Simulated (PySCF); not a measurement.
C3H12Si3, charge -1, doublet, geometry from GFN2-xTB (a state made from the parent by changing its charge; the spin is typed, not shown lowest) (in this run its highest filled SCF level lies above zero, so its values depend strongly on the basis, on diffuse functions most of all); CCSD(T)/STO-3G (PySCF).

PySCF was given this input:
```python
from pyscf import gto, scf, cc

mol = gto.M(
    atom='''
C    -0.69743713    1.26976589   -0.97373762
Si    1.12787997    1.47841563   -0.40851613
C     1.82518887   -0.28718415   -0.26649115
Si    0.74443632   -1.48928787    0.72423978
C    -1.09043530   -1.49492203    0.24691222
Si   -1.88597124    0.22998919    0.12218374
H    -0.68788460    0.82141839   -1.97418819
H    -1.13373573    2.26502458   -1.11022122
H     2.01309083    2.22895841   -1.33983613
H     1.09557657    2.30444820    0.81739520
H     2.00332176   -0.67077254   -1.27457613
H     2.80554758   -0.26000967    0.21422860
H     1.35714351   -2.79292895    1.13710652
H     0.70945790   -0.81796611    2.10482441
H    -1.61842874   -2.09255168    0.99323311
H    -1.23951181   -2.01405024   -0.70355545
H    -2.07459816    0.99126794    1.37562160
H    -3.26270843    0.04356611   -0.41083672
''',
    basis='sto-3g',
    charge=-1,
    spin=1,
    verbose=4,
)

mf = scf.UHF(mol)
mf.kernel()

mycc = cc.CCSD(mf)
mycc.kernel()
et = mycc.ccsd_t()
print('E(CCSD(T)) = %.10f' % (mycc.e_tot + et))
```

It wrote (shortened):

```
PySCF version 2.14.0

[INPUT] verbose = 4
[INPUT] num. atoms = 18
[INPUT] num. electrons = 73
[INPUT] charge = -1
[INPUT] spin (= nelec alpha-beta = 2S) = 1
[INPUT] symmetry False subgroup None
[INPUT] Mole.unit = angstrom
[INPUT] Symbol           X                Y                Z      unit          X                Y                Z       unit  Magmom
[...]
nuclear repulsion = 443.580048799319
number of shells = 36
number of NR pGTOs = 162
number of NR cGTOs = 54
basis = sto-3g
ecp = {}

******** <class 'pyscf.scf.uhf.UHF'> ********
method = UHF
initial guess = minao
damping factor = 0
level_shift factor = 0
DIIS = <class 'pyscf.scf.diis.CDIIS'>
diis_start_cycle = 1
diis_space = 8
diis_damp = 0
SCF conv_tol = 1e-09
SCF conv_tol_grad = None
SCF max_cycles = 50
direct_scf = True
direct_scf_tol = 1e-13
number electrons alpha = 37  beta = 36
Set gradient conv threshold to 3.16228e-05
init E= -975.912103529452

cycle= 1 E= -975.639829191513  delta_E= 0.272  |g|= 0.294  |ddm|=  3.9
cycle= 2 E= -975.71059250782  delta_E= -0.0708  |g|= 0.093  |ddm|= 0.696
cycle= 3 E= -975.719686601856  delta_E= -0.00909  |g|= 0.0328  |ddm|= 0.296
cycle= 4 E= -975.722214440363  delta_E= -0.00253  |g|= 0.0117  |ddm|= 0.247
cycle= 5 E= -975.722755797061  delta_E= -0.000541  |g|= 0.00487  |ddm|= 0.142
cycle= 6 E= -975.722859355889  delta_E= -0.000104  |g|= 0.00204  |ddm|= 0.0676
cycle= 7 E= -975.722876167039  delta_E= -1.68e-05  |g|= 0.000502  |ddm|= 0.0277
cycle= 8 E= -975.722877018173  delta_E= -8.51e-07  |g|= 0.000214  |ddm|= 0.00452
cycle= 9 E= -975.722877167454  delta_E= -1.49e-07  |g|= 0.000114  |ddm|= 0.00178
cycle= 10 E= -975.722877212293  delta_E= -4.48e-08  |g|= 5.51e-05  |ddm|= 0.00109
cycle= 11 E= -975.72287722345  delta_E= -1.12e-08  |g|= 2.01e-05  |ddm|= 0.000596
cycle= 12 E= -975.722877224738  delta_E= -1.29e-09  |g|= 6.65e-06  |ddm|= 0.000158
cycle= 13 E= -975.722877224873  delta_E= -1.36e-10  |g|= 2.2e-06  |ddm|= 5.23e-05
Extra cycle  E= -975.722877224885  delta_E= -1.18e-11  |g|= 1.4e-06  |ddm|= 9.93e-06
converged SCF energy = -975.722877224885  <S^2> = 0.76693043  2S+1 = 2.0168594

******** <class 'pyscf.cc.uccsd.UCCSD'> ********
CC2 = 0
CCSD nocc = (np.int64(37), np.int64(36)), nmo = (54, 54)
max_cycle = 50
direct = 0
conv_tol = 1e-07
conv_tol_normt = 1e-06
diis_space = 6
diis_start_cycle = 0
diis_start_energy_diff = 1e+09
Init t2, MP2 energy = -0.28895519506521
Init E_corr(UCCSD) = -0.288955195067729
cycle = 1  E_corr(UCCSD) = -0.344800830763617  dE = -0.0558456357  norm(t1,t2) = 0.102318
cycle = 2  E_corr(UCCSD) = -0.363655591718374  dE = -0.018854761  norm(t1,t2) = 0.0411758
cycle = 3  E_corr(UCCSD) = -0.375511770465826  dE = -0.0118561787  norm(t1,t2) = 0.0208495
cycle = 4  E_corr(UCCSD) = -0.375703101938094  dE = -0.000191331472  norm(t1,t2) = 0.00849207
cycle = 5  E_corr(UCCSD) = -0.375665905035255  dE = 3.71969028e-05  norm(t1,t2) = 0.00613444
cycle = 6  E_corr(UCCSD) = -0.375736028873602  dE = -7.01238383e-05  norm(t1,t2) = 0.00439562
cycle = 7  E_corr(UCCSD) = -0.37573429636733  dE = 1.73250627e-06  norm(t1,t2) = 0.00265293
cycle = 8  E_corr(UCCSD) = -0.375780753580491  dE = -4.64572132e-05  norm(t1,t2) = 0.00190158
cycle = 9  E_corr(UCCSD) = -0.375817866838152  dE = -3.71132577e-05  norm(t1,t2) = 0.00129547
cycle = 10  E_corr(UCCSD) = -0.375834547391438  dE = -1.66805533e-05  norm(t1,t2) = 0.00070591
cycle = 11  E_corr(UCCSD) = -0.375817160985416  dE = 1.7386406e-05  norm(t1,t2) = 0.00033323
cycle = 12  E_corr(UCCSD) = -0.37580693225061  dE = 1.02287348e-05  norm(t1,t2) = 0.000183891
cycle = 13  E_corr(UCCSD) = -0.375802831186869  dE = 4.10106374e-06  norm(t1,t2) = 7.4863e-05
cycle = 14  E_corr(UCCSD) = -0.375802900865309  dE = -6.96784401e-08  norm(t1,t2) = 3.11752e-05
cycle = 15  E_corr(UCCSD) = -0.375802990681872  dE = -8.98165633e-08  norm(t1,t2) = 1.45386e-05
cycle = 16  E_corr(UCCSD) = -0.375803033565495  dE = -4.28836232e-08  norm(t1,t2) = 6.01991e-06
cycle = 17  E_corr(UCCSD) = -0.375802997913673  dE = 3.56518223e-08  norm(t1,t2) = 3.32496e-06
cycle = 18  E_corr(UCCSD) = -0.3758030137258  dE = -1.58121269e-08  norm(t1,t2) = 1.7848e-06
cycle = 19  E_corr(UCCSD) = -0.375803026746706  dE = -1.30209059e-08  norm(t1,t2) = 8.97175e-07
UCCSD converged
E(UCCSD) = -976.0986802516317  E_corr = -0.3758030267467057
UCCSD(T) correction = -0.00516170928409953
E(CCSD(T)) = -976.1038419609
```
